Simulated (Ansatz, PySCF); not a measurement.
Stretching the B1–H3 bond in iminoborane (SMILES B=N) (multiplicity 1 held, fragments rigid). Energies count from the point at 1.167 Å.
Geometry at that point (charge 0, multiplicity 1):
```xyz
4

B      0.00000     0.00000    -0.69206
N      0.00000     0.00000     0.54092
H      0.00000     0.00000    -1.85891
H      0.00000     0.00000     1.53277
```

R- and RO- levels are restricted; in cc, def2 and unpolarised 6-31G sets they are followed outwards from rest. Unrestricted levels (U-) break spin symmetry where that is lower. Active spaces are followed from a long bond inwards. Levels need not reach the same state.

Frozen-core correlation. Rows in 3-21G, 6-31G* carry no dispersion term and start afresh at each structure (6-31G* with six Cartesian d functions). MP2/6-31G* freezes PySCF's default core.

Programs: Ansatz (a quantum-chemistry and plane-wave program); PySCF for 3-21G rows, 6-31G* rows. Each number belongs to the level named beside it.

```json
[
 {"level": "R-HF/3-21G", "energy at R = 3.734 Å (kcal/mol)": "204.70"},
 {"level": "R-HF/cc-pVTZ", "energy at R = 3.734 Å (kcal/mol)": "195.61"},
 {"level": "U-HF/cc-pVTZ", "energy at R = 3.734 Å (kcal/mol)": "92.07"},
 {"level": "U-r2SCAN/cc-pVTZ", "energy at R = 3.734 Å (kcal/mol)": "111.72"},
 {"level": "R-wB97X-V/cc-pVTZ", "energy at R = 3.734 Å (kcal/mol)": "178.49"},
 {"level": "R-MP2/6-31G*", "energy at R = 3.734 Å (kcal/mol)": "145.17"},
 {"level": "R-SCS-MP2/cc-pVTZ", "energy at R = 3.734 Å (kcal/mol)": "142.20"},
 {"level": "SC-NEVPT2 on CASSCF(2,2)/cc-pVTZ", "energy at R = 3.734 Å (kcal/mol)": "111.51"},
 {"level": "FIC-MRCISD+Q on CASSCF(2,2)/cc-pVTZ", "energy at R = 3.734 Å (kcal/mol)": "?"}
]
```

### Question
What belongs in the gaps?

### Answer

- FIC-MRCISD+Q on CASSCF(2,2)/cc-pVTZ, energy at R = 3.734 Å (kcal/mol): 114.95

Doubts at one or more of the structures used: a restricted determinant that unrestricted orbitals would lower (R-HF/3-21G, R-HF/cc-pVTZ, R-wB97X-V/cc-pVTZ, R-MP2/6-31G*, R-SCS-MP2/cc-pVTZ); a spin-contaminated determinant (U-HF/cc-pVTZ, U-r2SCAN/cc-pVTZ).
